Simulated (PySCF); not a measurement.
An unknown shows these calculated signals:

$^{1}$H NMR (400 MHz, computed): δ 7.14 (d, 1H), 6.51 (m, 1H), 5.84 (d, 1H), 4.92 (m, 1H), 4.46 (m, 1H), 2.18 (s, 3H).

$^{13}$C{$^{1}$H} NMR (computed): δ 171.9 (C), 157.7 (CH), 136.2 (CH), 122.9 (CH), 97.0 (CH2), 23.0 (CH3).

[PySCF 2.14.0 with density-fitted response routines: σ from GIAO-PBE0/pcSseg-1; geometry: GFN2-xTB; one conformer; no solvent model; relativity neglected; averaged over atoms made equivalent by symmetry, fast rotation or ring inversion]

Scale: $^{1}$H (σref 31.72), $^{13}$C (σref 186.93) against TMS (reference shieldings calculated alike).

Q: Which of these does the molecule contain: a three-membered ring, a vinyl group CH=CH2, a non-aromatic C=C double bond, a tert-butyl group, a (CH3)2CH unit, an ester?

A: 
- A three-membered ring: no.
- A vinyl group CH=CH2: yes (δC 97.0, 157.7; δH 4.46 (m), 4.92 (m), 6.51 (m)).
- A non-aromatic C=C double bond: yes.
- A tert-butyl group: no.
- A (CH3)2CH unit: no.
- An ester: yes (δC 171.9).

The data belong to `C=CO/C=C\OC(C)=O`, C$_{6}$H$_{8}$O$_{3}$; they needn't prove each group on their own.

Carbon signals by region: 1 in the far downfield region (above 160 ppm), 3 in the sp2 and nitrile region (100–160 ppm), 1 at 50–100 ppm, 1 below 50 ppm. Above 160 ppm: 171.9, ester carbonyl carbon.

Shifts are as computed. Against solution values, carbons near 30 ppm lie about +3 ppm off and those near 130 ppm about +5 ppm (rms about the fit 2.1 ppm; single classes can miss by 10 ppm). Of 1328 compounds with measured shifts, 309 miss one by over three times the rms of a fit or turn the order of signals round; such compounds aren't used in these exercises. Signals without a measured value on file couldn't be tested in this way; 1H shifts scatter by 0.2 ppm about their fit, and single ones miss by 0.5 ppm. No couplings were computed; multiplicities are counted from neighbouring protons, with m where these are inequivalent, close in shift, in a saturated or five-membered ring or joined by F or P, and br s for small geminal =CH2 splittings.
